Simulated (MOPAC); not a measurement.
Input file for MOPAC: PM7 on Al2, 2S+1 = 3, a point of a bond scan (R = 2.480 Å).

```
PM7 1SCF PRECISE CHARGE=0 UHF MS=1 THREADS=1
Al2

Al    -0.00000000 1    -0.00000000 1    -1.37770259 1
Al     0.00000000 1     0.00000000 1     1.10216207 1
```

Program output:

```
*******************************************************************************
 **                                                                           **
 **                              MOPAC v23.2.5                                **
 **                                                                           **
 *******************************************************************************
 ** MOPAC's Digital Object Identifier: https://doi.org/10.5281/zenodo.6511958 **
 **                                                                           **
 ** Please cite the open-source release paper for use of this MOPAC version:  **
 ** J. E. Moussa and J. J. P. Stewart (2026)                                  **
 ** MOPAC: An open-source semiempirical molecular orbital program             **
 ** J. Open Source Softw., 11(119), 8025, https://doi.org/10.21105/joss.08025 **
 *******************************************************************************

                              PM7 CALCULATION RESULTS

 *******************************************************************************
 *  PM7        - The PM7 Hamiltonian to be used
 *  UHF        - UNRESTRICTED HARTREE-FOCK CALCULATION
 *
 *
 *
 *                 CHARGE ON SYSTEM = 0
 *
 *
 *
 *  MS=        - IN MECI, MAGNETIC COMPONENT OF SPIN =  1.0
 *  PRECISE    - TIGHTER CRITERIA TO BE USED
 *  1SCF       - DO 1 SCF AND THEN STOP
 *  THREADS=1  - MULTI-THREADING NOT USED
 *  T=         - A TIME OF 172800.0 SECONDS REQUESTED
 *  DUMP=N     - RESTART FILE WRITTEN EVERY 7200.0 SECONDS REQUESTED
 *******************************************************************************
PM7 1SCF PRECISE CHARGE=0 UHF MS=1 THREADS=1
 Al2

   ATOM   CHEMICAL          X               Y               Z
  NUMBER   SYMBOL      (ANGSTROMS)     (ANGSTROMS)     (ANGSTROMS)

     1      Al         -0.00000000  *  -0.00000000  *  -1.37770259  *
     2      Al          0.00000000  *   0.00000000  *   1.10216207  *



          CARTESIAN COORDINATES

    NO.       ATOM           X           Y           Z

     1        Al         -0.0000     -0.0000     -1.3777
     2        Al          0.0000      0.0000      1.1022

 General Reference for PM7:
 "Optimization of Parameters for Semiempirical Methods VI: More Modifications to the
 NDDO Approximations and Re-optimization of Parameters", J. J. P. Stewart, J. Mol. Mod., 1:32, 19 (2013)
 https://link.springer.com/article/10.1007/s00894-012-1667-x

           Empirical Formula: Al2  =     2 atoms



      MOLECULAR POINT GROUP   :   D*h


          UHF CALCULATION, NO. OF ALPHA ELECTRONS =    4
                           NO. OF BETA  ELECTRONS =    2

 -------------------------------------------------------------------------------
 PM7 1SCF PRECISE CHARGE=0 UHF MS=1 THREADS=1
 Al2



     1SCF WAS SPECIFIED, SO BFGS WAS NOT USED
     SCF FIELD WAS ACHIEVED


                              PM7 CALCULATION
                                                       MOPAC v23.2.5 Linux




          FINAL HEAT OF FORMATION =        189.25285 KCAL/MOL =     791.83394 KJ/MOL


          COSMO AREA              =        109.75 SQUARE ANGSTROMS
          COSMO VOLUME            =        100.68 CUBIC ANGSTROMS

          IONIZATION POTENTIAL    =         10.455736 EV
          ALPHA SOMO LUMO (EV)    =        -10.456 -3.462
          BETA  SOMO LUMO (EV)    =        -11.415 -2.805
          NO. OF ALPHA ELECTRONS  =          4
          NO. OF BETA  ELECTRONS  =          2
          MOLECULAR WEIGHT        =         53.9631         POINT GROUP:  D*h

          MOLECULAR DIMENSIONS (Angstroms)

            Atom       Atom       Distance
           Al     2   Al     1     2.47986
           Al     2   Al     1     0.00000
           Al     1   Al     2     0.00000


          SCF CALCULATIONS        =          1





   ATOM   CHEMICAL          X               Y               Z
  NUMBER   SYMBOL      (ANGSTROMS)     (ANGSTROMS)     (ANGSTROMS)

     1      Al         -0.00000000  *  -0.00000000  *  -1.37770259  *
     2      Al          0.00000000  *   0.00000000  *   1.10216207  *

                             CARTESIAN COORDINATES

   1   Al       -0.000000000    -0.000000000    -1.377702590
   2   Al        0.000000000     0.000000000     1.102162070


           Empirical Formula: Al2  =     2 atoms



      MOLECULAR POINT GROUP   :   D*h


          ALPHA EIGENVALUES
 -13.58043 -12.38203 -10.45574 -10.45574  -3.46172  -2.71844  -2.71844  -0.74531
  11.96197  11.96197  13.06789  15.44567  15.44567  18.92103  18.92103  22.78754
  23.20296  23.20296


           BETA EIGENVALUES
 -13.93686 -11.41537  -2.80478  -2.80478  -1.99420  -1.99420  -1.54651   0.20041
  12.64875  12.64875  13.93382  16.35713  16.35713  19.47176  19.47176  23.76676
  24.63560  24.63560


              NET ATOMIC CHARGES AND DIPOLE CONTRIBUTIONS

  ATOM NO.   TYPE          CHARGE      No. of ELECS.   s-Pop       p-Pop       d-Pop
    1         Al          -0.000004        3.0000     1.35380     1.53475     0.11146
    2         Al           0.000004        3.0000     1.35381     1.53474     0.11146
 DIPOLE           X         Y         Z       TOTAL
 POINT-CHG.     0.000     0.000     0.000     0.000
 HYBRID         0.000     0.000    -0.000     0.000
 SUM            0.000     0.000     0.000     0.000


          ATOMIC ORBITAL ELECTRON POPULATIONS

     Atom    s        px        py        pz      x^2-y^2     xz        z^2       yz        xy
    1 Al   1.35380   0.45947   0.45947   0.61582   0.00000   0.04054   0.03038   0.04054   0.00000
    2 Al   1.35381   0.45946   0.45946   0.61581   0.00000   0.04054   0.03038   0.04054   0.00000


                    (SZ)    =    1.000000
                    (S**2)  =    3.182652


          ATOMIC ORBITAL SPIN POPULATIONS

    Atom   Total    s     px     py     pz   x^2-y^2  xz     z^2    yz     xy
         Atomic
    1 Al  1.0000 -0.095  0.459  0.459  0.065  0.000  0.041  0.030  0.041  0.000
    2 Al  1.0000 -0.095  0.459  0.459  0.065  0.000  0.041  0.030  0.041  0.000

 **********************
 *                    *
 * JOB ENDED NORMALLY *
 *                    *
 **********************




 == MOPAC DONE ==
```

The run finished. Its determinant has ⟨S²⟩ = 3.18, a mixture of spin states.

Cost: around 0.03 core-seconds (rough).
